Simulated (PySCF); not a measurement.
## Computed vibrations of Eu2O3

Eu2O3 (singlet in the valence; each metal's 4f electrons, 6 of them, lie in its core potential, out of spins and levels). PySCF 2.14.0, RKS BP86, Eu lcecp-1-SVP with ECP52, O def2-SVP; non-relativistic Hamiltonian with scalar-relativistic core potentials where named; density fitting; no spin-orbit coupling. Central differences of gradients.

```xyz
5

Eu    0.0000    0.0000    2.2696
Eu    0.0000    0.0000   -2.2696
O     0.0000    0.0000    0.0000
O     0.0000    0.0000    4.1763
O     0.0000    0.0000   -4.1763
```

Run from Python with OMP_NUM_THREADS=2. Where DIIS fails, smearing, a level shift and second-order steps follow.
It took 100 s on 2 threads of Arm Neoverse N1, with other jobs on the host.

(1) What are the harmonic wavenumbers and infrared intensities?

(2) Is this a minimum?

An lcecp potential fixes the number of 4f electrons, so in runs with it no electron can move into or out of that shell.

## Answers

(1) Modes are labelled in D∞h; negative numbers are unstable modes, those under 60 cm⁻¹ near the noise; a finer grid moves soft modes by up to 10 cm⁻¹.
| cm⁻¹ | km/mol | symmetry |
| --- | --- | --- |
| -215 | – | πu |
| -215 | – | πu |
| -156 | – | πg |
| -156 | – | πg |
| 42 | 1.9 | πu |
| 42 | 1.9 | πu |
| 142 | 0.0 | σg+ |
| 532 | 753.8 | σu+ |
| 745 | 0.0 | σg+ |
| 755 | 238.0 | σu+ |

(2) No: 4 unstable; the lowest moves the atoms so:
```
Eu   0.09  0.01  0.00
Eu   0.09  0.01  0.00
O   -0.70 -0.04  0.00
O   -0.50 -0.03  0.00
O   -0.50 -0.03  0.00
```
